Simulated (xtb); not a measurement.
C₆H₁₃BO₂, triplet, at the geometry of the source list (a higher spin typed on purpose: for a closed-shell molecule this is an excited state); GFN2-xTB with ALPB(cs2) (xtb 6.7.1).

xtb was given this input:
```
$ xtb mol.xyz --gfn 2 --uhf 2 --alpb cs2 --json

# file mol.xyz
22

C     -1.74100000     0.14790000     0.87670000
C     -0.73420000     0.17360000    -0.27980000
C     -1.11520000    -0.90550000    -1.29170000
O     -0.84600000     1.45790000    -0.89890000
B      0.23980000     2.19760000    -0.57270000
O      1.16880000     1.50510000     0.12750000
C      0.76720000     0.13510000     0.20020000
C      0.97620000    -0.37300000     1.62570000
C      1.68520000    -0.64730000    -0.74660000
H     -2.73590000     0.31720000     0.47170000
H     -1.52780000     0.94630000     1.58300000
H     -1.72560000    -0.80950000     1.38870000
H     -2.16030000    -0.77830000    -1.56210000
H     -0.52370000    -0.82320000    -2.19740000
H     -0.98180000    -1.89250000    -0.85870000
H      0.36130000     3.31530000    -0.86530000
H      0.45630000     0.24960000     2.34620000
H      2.03870000    -0.33580000     1.85710000
H      0.63340000    -1.40100000     1.71430000
H      1.60370000    -0.25880000    -1.75880000
H      2.71370000    -0.51380000    -0.41920000
H      1.44740000    -1.70690000    -0.74000000
```

Output, abridged:

```
   ID    Z sym.   atoms
    1    6 C      1-3, 7-9
    2    8 O      4, 6
    3    5 B      5
    4    1 H      10-22

           -------------------------------------------------
          |                Calculation Setup                |
           -------------------------------------------------

           -------------------------------------------------
          |                 G F N 2 - x T B                 |
           -------------------------------------------------

      * Solvation model:               ALPB
        Solvent                        cs2
        Parameter file                 internal GFN2-xTB/ALPB
        Dielectric constant                2.6400E+00
        Reference state                gsolv [1 M gas/solution]
        Free energy shift                  4.9805E-03 Eh       3.1253E+00 kcal/mol
        Temperature                        2.9815E+02 K
        Density                            1.2600E+00 kg/L
        Solvent mass                       7.6140E+01 g/mol
        Interaction kernel             P16
        Born radius scaling (c1)           1.3548E+00
        Born radii integrator          GBOBC
        Born offset                        0.0000E+00 a0       0.0000E+00 AA
        H-bond correction              false
        Ion screening                  false
        Surface tension                    1.0000E-05 Eh       1.5569E+01 dyn/cm
        Grid points                               230 per atom

          ...................................................
          :                      SETUP                      :
          :.................................................:
          :  # basis functions                  49          :
          :  # atomic orbitals                  49          :
          :  # shells                           31          :
          :  # electrons                        52          :
          :  max. iterations                   250          :
          :  Hamiltonian                  GFN2-xTB          :
          :  restarted?                      false          :
          :  GBSA solvation                   true          :
          :  PC potential                    false          :
          :  electronic temp.          300.0000000     K    :
          :  accuracy                    1.0000000          :
          :  -> integral cutoff          0.2500000E+02      :
          :  -> integral neglect         0.1000000E-07      :
[...]
         :: total energy             -28.677538495903 Eh    ::
[...]
     1   6 C    3.964 --    10 H    0.981    12 H    0.980    11 H    0.979
                             2 C    0.937
     2   6 C    3.931 --     4 O    1.016     3 C    0.963     1 C    0.937
                             7 C    0.922
     3   6 C    3.980 --    13 H    0.981    14 H    0.979    15 H    0.977
                             2 C    0.963
     4   8 O    2.139 --     2 C    1.016     5 B    0.892
     5   5 B    2.573 --     4 O    0.892     6 O    0.892    16 H    0.706
     6   8 O    2.140 --     7 C    1.017     5 B    0.892
     7   6 C    3.931 --     6 O    1.017     8 C    0.963     9 C    0.937
                             2 C    0.922
     8   6 C    3.980 --    18 H    0.981    17 H    0.979    19 H    0.977
                             7 C    0.963
     9   6 C    3.963 --    21 H    0.981    22 H    0.980    20 H    0.979
                             7 C    0.937
    10   1 H    0.996 --     1 C    0.981
    11   1 H    0.996 --     1 C    0.979
    12   1 H    0.996 --     1 C    0.980
    13   1 H    0.996 --     3 C    0.981
    14   1 H    0.995 --     3 C    0.979
    15   1 H    0.995 --     3 C    0.977
    16   1 H    0.834 --     5 B    0.706
    17   1 H    0.995 --     8 C    0.979
    18   1 H    0.996 --     8 C    0.981
    19   1 H    0.995 --     8 C    0.977
    20   1 H    0.996 --     9 C    0.979
    21   1 H    0.996 --     9 C    0.981
    22   1 H    0.996 --     9 C    0.980
 ---------------------------------------------------------------------------

Topologies differ in total number of bonds
Writing topology from bond orders to xtbtopo.mol

molecular dipole:
                 x           y           z       tot (Debye)
 q only:       -0.160      -1.467       0.383
   full:       -0.183      -1.689       0.440       4.459
molecular quadrupole (traceless):
                xx          xy          yy          xz          yz          zz
 q only:        1.532      -1.010      -3.826      -1.412       1.908       2.294
  q+dip:        2.364      -1.419      -5.236      -1.940       2.544       2.872
   full:        2.294      -1.294      -4.917      -1.660       2.347       2.623

           -------------------------------------------------
          | TOTAL ENERGY              -28.677538495903 Eh   |
          | GRADIENT NORM               0.219387758717 Eh/α |
          | HOMO-LUMO GAP               2.644883363355 eV   |
           -------------------------------------------------

normal termination of xtb
```
